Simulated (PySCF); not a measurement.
Work out the structure from these simulated measurements.

Formula: C7H5FO3.

| Quantity | Value |
| --- | --- |
| Rotational structure | rotational constants A, B, C: 2.739, 0.645, 0.523 GHz [GFN2-xTB] |
| 13C NMR | chemical shifts (computed TMS as zero) by class: 189.6 (1 C), 173.6 (1 C), 156.4 (1 C), 143.4 (1 C), 135.5 (1 C), 130.2 (1 C), 19.3 (1 C) ppm [GIAO PBE0/pcSseg-1] |
| Dipole | 2.05 D [PBE0/pcSseg-1] |
| NMR, other nuclei | isotropic shieldings of nuclei other than C and H, by class: -329 (1 O), -78 (1 O), 14 (1 O), 148 (1 F) ppm [GIAO PBE0/pcSseg-1] |
| 1H NMR | chemical shifts (computed TMS as zero) by class: 10.36 (1 H), 8.04 (1 H), 2.94 (3 H) ppm [GIAO PBE0/pcSseg-1] |

Electronic properties: PySCF, gas phase, density fitting. Levels stand in brackets. One conformer (not necessarily the lowest) at the GFN2-xTB geometry, without solvent, vibrations or thermal averaging. GFN2-xTB frequencies show an imaginary mode (42i cm⁻¹), so this geometry is no minimum at that level. NMR classes are plain means over equivalent atoms (diastereotopic ones count apart unless rotation or inversion swaps them), as if these changed places fast.

Q: Propose a structure and show how it fits.

A: Numbering: `[CH3:1][c:2]1[o:3][c:4]([C:5](=[O:6])[F:7])[cH:8][c:9]1[CH:10]=[O:11]`. Its formula, C7H5FO3, gives 5 degrees of unsaturation: 1 ring and 4 π bonds in the structure found (Kekulé form). 7 carbons fall into 7 classes; from least to most shielded: aldehyde carbon [C10] (189.6 ppm), substituted aromatic carbon [C2] (173.6 ppm), acyl halide carbon [C5] (156.4 ppm), substituted aromatic carbon [C4] (143.4 ppm), aromatic CH carbon [C8] (135.5 ppm), substituted aromatic carbon [C9] (130.2 ppm), benzylic-type carbon [C1] (19.3 ppm). Hydrogen classes from least to most shielded: 1 H on an aldehyde carbon, C10 (10.36 ppm), 1 H on an aromatic CH carbon, C8 (8.04 ppm), 3 H on a benzylic-type carbon, C1 (2.94 ppm). The other shieldings belong to: -329 ppm, aldehyde oxygen [O11]; -78 ppm, carbonyl oxygen [O6]; 14 ppm, furan-type oxygen [O3]; 148 ppm, acyl fluorine [F7]. The optimised geometry has point group Cs and is an asymmetric top. Structure: `Cc1oc(C(=O)F)cc1C=O`. Computed isomers that give other values at the same levels: `CC(=O)c1ccc(C(=O)F)o1` (13C chemical shifts (computed TMS as zero) by class: 191.2 (1 C), 162.4 (1 C), 156.7 (1 C), 146.0 (1 C), 134.6 (1 C), 124.5 (1 C), 29.3 (1 C) ppm). The assignments are read from this structure; whether some other isomer fits the data as well wasn't checked.

Conformer computed: `[CH3:1][c:2]1[o:3][c:4]([C:5](=[O:6])[F:7])[cH:8][c:9]1[CH:10]=[O:11]`: O3–C4–C5–O6 180°, C8–C9–C10–O11 180°.
